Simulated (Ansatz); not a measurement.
`C=C[CH2][In]([F])[Cl]` + H₂Se → `[F][In]([Cl])[SeH]` + `C=CC` at 600 K and 1 bar (ligand exchange at the In–C bond).

Program: Ansatz. Geometries: PBE0-D4/def2-TZVP. ΔE: electronic, gas phase. CCSD(T)/CBS is the MP2 limit (def2-TZVPP, def2-QZVPP) plus CCSD(T) − MP2 in def2-TZVPP, frozen cores. Elements past krypton have def2 core potentials. For In, Se outer-core shells are correlated without core-valence functions, which leaves a few kJ/mol of doubt a bond. Scalar relativity is left out up to krypton. Each species was taken in one conformer, which may not be the lowest.

```csv
species,CCSD(T)/CBS energy (Eh),H − E (kJ/mol),S (J/(mol·K))
`C=C[CH2][In]([F])[Cl]`,-866.61551,260.2,511.1
H₂Se,-2401.89790,57.0,244.8
`[F][In]([Cl])[SeH]`,-3150.81023,76.9,434.1
`C=CC`,-117.74610,248.6,323.1
```

H − E and S are ideal-gas, rigid-rotor, harmonic terms from PBE0-D4/def2-TZVP, for one conformer and one mirror image of each species. 1 Eh = 2625.50 kJ/mol, R = 8.31446 J/(mol·K).

Problem. By hand: ΔE, ΔH, ΔS and ΔG.

Solution. ΔE = (-3150.81023) + (-117.74610) − (-866.61551) − (-2401.89790) = -0.04292 Eh = -112.7 kJ/mol. Δ(H − E) = 76.9 + 248.6 − 260.2 − 57.0 = 8.3, so ΔH = -104.4 kJ/mol. ΔS = 434.1 + 323.1 − 511.1 − 244.8 = 1.3 J/(mol·K). ΔG = -104.4 − 600 × (1.3)/1000 = -105.2 kJ/mol.

Problem. By hand: the equilibrium constant, and the temperature at which ΔG would vanish if ΔH and ΔS stayed fixed.

Solution. log₁₀ K = −ΔG/(RT ln 10) = 9.2. ΔH and −TΔS have one sign here, so there is no such temperature. One of them is within its doubt of zero, so this could turn.

The number of gas molecules stays the same, so ΔS is small and ΔH decides. A doubt of 5 kJ/mol in ΔE shifts log₁₀ K by 0.4 here. Other conformers and mirror images would add mixing entropy, several J/(mol·K) or more a flexible species. Modes under 60 cm⁻¹, often nearly free rotors, make the harmonic entropy too high. These are equilibria of isolated gas molecules and say nothing of rates. Largest T1 diagnostic: 0.014 (customary marks: 0.02 for closed shells, 0.045 for open ones).
